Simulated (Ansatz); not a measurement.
F3H2InSe (`[F][In-]([F])([F])[SeH2+]`), relaxed with RKS PBE0-D4/def2-TZVP in Ansatz 0.2.0 from a PBE-D4/def2-SVP geometry. The force threshold is 0.005 eV/Å; the program also tests the step.

Total charge 0; spin multiplicity 1. In: def2 effective core potential.

Start:

```xyz
7

F    -1.410   -1.912    1.529
In   -0.651   -0.858    0.055
F     0.896   -1.518   -1.007
F    -1.740    0.472   -0.945
Se    1.015    1.313    0.819
H     1.781    0.599   -0.245
H     0.108    1.904   -0.207
```

```csv
step,energy (eV),largest force (eV/Å),largest move (Å)
1,-78697.6230,0.724,0.000
2,-78697.6800,0.281,0.098
3,-78697.7135,0.216,0.109
4,-78697.7289,0.089,0.095
5,-78697.7339,0.111,0.081
6,-78697.7361,0.046,0.048
7,-78697.7363,0.016,0.006
8,-78697.7363,0.002,0.005
```

End:

```xyz
7

F    -1.306   -1.772    1.554
In   -0.675   -0.885   -0.047
F     0.748   -1.724   -1.076
F    -1.900    0.282   -1.009
Se    0.934    1.205    0.847
H     1.939    0.806   -0.150
H     0.259    2.087   -0.117
```

Run time 36 s (4 threads of an Intel Xeon Platinum 8375C on a shared host); peak host memory 0.66 GiB.
